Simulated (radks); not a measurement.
Problem. Successive ionisation energies (eV) of one element, from differences of total energies of ions in their ground configurations, starting at charge 0: 7.594, 18.237, 30.612, 44.439, 59.987, 76.181, 93.331, 111.35, 178.61, 200.27, 222.44, 245.09, 273.36. Calculated with a radial shooting solver on a logarithmic mesh with Libxc functionals: Dirac Kohn-Sham, LDA (Slater exchange, Perdew-Wang correlation), spin-unpolarised, spherical densities, point nucleus; open shells fill j = l - 1/2 first. Which element is it?

Solution. Ruthenium (Z = 44). The first species listed is Ru in [Kr] 4d7 5s1, the last Ru12+ in [Ar] 3d10 4s2 4p2.
